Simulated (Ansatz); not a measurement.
Basis-set series for ClFH$_{6}$Si$_{3}$ (`F[Si]([SiH3])([SiH3])Cl`). Total charge 0; spin multiplicity 1. The geometry is a stationary point of PBE0-D4/def2-TZVP.

| functional | basis | functions | energy (Eh) | HOMO (eV) | LUMO (eV) |
| --- | --- | --- | --- | --- | --- |
| PBE0-D4 | def2-SVP | 116 | -1431.11863 | -7.78 | -0.77 |
| PBE0-D4 | def2-QZVPP | 517 | -1431.76582 | -7.81 | -1.05 |
| ωB97M-V | def2-SVP | 116 | -1431.59568 | -9.69 | 1.11 |
| ωB97M-V | def2-QZVPP | 517 | -1432.24313 | -9.77 | 0.67 |

Task: Give the rows for def2-TZVPP. (An estimate is asked.)

Result: Ansatz gave: 
| functional | basis | functions | energy (Eh) | HOMO (eV) | LUMO (eV) |
| --- | --- | --- | --- | --- | --- |
| PBE0-D4 | def2-TZVPP | 283 | -1431.71731 | -7.80 | -1.00 |
| ωB97M-V | def2-TZVPP | 283 | -1432.19737 | -9.74 | 0.78 |

Positive LUMOs are unbound and depend on the basis.
